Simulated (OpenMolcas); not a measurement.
Mn3+, Tc3+, Re3+: d⁴ down the group

```yaml
Program: OpenMolcas 26.06
Method: SS-RASPT2, IPEA 0.25 Eh, imaginary shift 0.1 Eh
Basis: ANO-RCC-VQZP
Scalar_Hamiltonian: DKH2, point nucleus
Spin-orbit_coupling: state interaction with AMFI integrals over the reference wave functions, term energies averaged over their components
```

Active space for each ion: 10 electrons in 8 orbitals (RAS1 p, at most 2 holes; RAS2 d); closed shells correlated by CASPT2: Mn3+ 3s; Tc3+ 4s; Re3+ 5s.

Computed levels in cm-1 above ⁵D₀:

```csv
Level,Mn3+,Tc3+,Re3+
⁵D₁,104,354,3400
⁵D₂,306,966,6520
⁵D₃,598,1748,9040
⁵D₄,969,2640,10870
³P₀(1),20950,14840,15870
³H₄,21260,15660,18020
³H₅,21480,16490,22240
³P₁(1),21580,16690,21420
³H₆,21720,17200,24100
weight of ⁵D in the lowest level (%),100,98,66
```

Mixed levels, with the weight of the term that names them: Re3+ ⁵D₀ (66 %), Re3+ ⁵D₄ (75 %), Re3+ ³P₀(1) (55 %), Re3+ ³H₄ (58 %).

Measured, with the error of the calculation in %. Measured levels: Mn3+ from Corliss and Sugar, J. Phys. Chem. Ref. Data 6, 1253 (1977); Re3+ from the list in Brasseur, Gamrath and Quinet, At. Data Nucl. Data Tables 157, 101636 (2024).

```tsv
Level	Mn3+	Re3+
⁵D₁	99.0 (+5.0)	3084 (+10.1)
⁵D₂	287 (+6.8)	5979 (+9.0)
⁵D₃	552 (+8.3)	8350 (+8.2)
⁵D₄	886 (+9.4)	10121 (+7.4)
³P₀(1)	20654 (+1.4)	
³H₄	21281 (-0.1)	16946 (+6.3)
³H₅	21475 (0)	20930 (+6.2)
³P₁(1)	21279 (+1.4)	19340 (+10.7)
³H₆	21679 (+0.2)	22896 (+5.3)
```

The fine-structure level ⁵D₄ changes by a factor of 11.2 from Mn3+ to Re3+.

Without spin-orbit coupling ³P(1) lies 21510, 16140, 13890 cm-1 above ⁵D in that order; the difference to the level ³P₀(1), of either sign, comes from spin-orbit coupling, which also lowers the zero.

CASPT2 breaks the degeneracy within a term, and the mean is taken; among the terms shown or strongly mixed into the levels shown the widest spread is 200 cm-1 (5d⁴ ³H, Re3+). Active for correlation alone: 3p; no level in the range computed is led by a configuration that opens it, so any true level of that kind is missing (holds for Mn3+). Active for correlation alone: 4p; no level in the range computed is led by a configuration that opens it, so any true level of that kind is missing (holds for Tc3+). Active for correlation alone: 5p; no level in the range computed is led by a configuration that opens it, so any true level of that kind is missing (holds for Re3+). The CASPT2 spread within a term exceeds the gap to the next term for 5d⁴ ³P(1) and 5d⁴ ³H, so the order of their levels is uncertain (holds for Re3+). Measured partners are found by configuration, term and J. A level has none where our copy of the source lacks it or the pairing is in doubt (some pairs that miss far off the trend of their configuration count as doubtful), and it then counts in no deviation. Only configurations of the active space appear.

A number in round brackets counts repeated terms of one configuration in the order of the reference energies.
